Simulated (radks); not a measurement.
Problem. Excited configurations of Se: one electron is placed in a higher orbital outside [Ar] 3d10 4s2 4p3. The ground configuration is [Ar] 3d10 4s2 4p4. All-electron calculation, Dirac Kohn-Sham, PBEsol, spin-unpolarised, spherical densities, point nucleus; open shells fill j = l - 1/2 first. Program: a radial shooting solver on a logarithmic mesh with Libxc functionals. Excitation = E - E(ground); binding = E(ion) - E, where the ion is the core of charge +1; n* = 1/sqrt(2 binding) in atomic units, and the quantum defect is n - n*.

| outer orbital | excitation (eV) | binding (eV) | n* | quantum defect | eigenvalue (eV) | <r> (bohr) |
|---|---|---|---|---|---|---|
| 4d3/2 | 8.838 | 1.822 | 2.732 | 1.268 | -0.648 | 8.264 |
| 4f5/2 | 9.760 | 0.900 | 3.887 | 0.113 | -0.429 | 17.53 |
| 5d3/2 | 9.468 | 1.192 | 3.379 | 1.621 | -0.627 | 15.40 |
| 6s1/2 | 8.962 | 1.698 | 2.831 | 3.169 | -1.020 | 12.75 |
| 6p1/2 | 9.377 | 1.284 | 3.256 | 2.744 | -0.753 | 16.13 |
| 6d3/2 | 9.892 | 0.768 | 4.209 | 1.791 | -0.461 | 26.03 |
| 6f5/2 | 10.213 | 0.448 | 5.514 | 0.486 | -0.280 | 44.56 |
| 7s1/2 | 9.673 | 0.987 | 3.712 | 3.288 | -0.626 | 22.22 |
| 7p1/2 | 9.857 | 0.803 | 4.115 | 2.885 | -0.505 | 26.73 |
| 7d3/2 | 10.128 | 0.532 | 5.058 | 1.942 | -0.339 | 39.53 |

Estimate the row for 5s1/2.

Solution. excitation (eV) 7.058; binding (eV) 3.602; n* 1.943; quantum defect 3.057; eigenvalue (eV) -2.010; <r> (bohr) 5.909. The Delta-SCF ionisation energy is 10.660 eV (NIST Atomic Spectra Database: 9.752 eV, measured). Self-interaction in the functional shifts the binding energies and quantum defects, so they are the method's values and not measured ones. Spin polarisation and multiplet splitting are left out, so open shells lie too high by an amount that depends on their filling.

Beside tabulated values, note that spin-unpolarised runs miss the spin-polarisation part of the exchange energy of open shells.
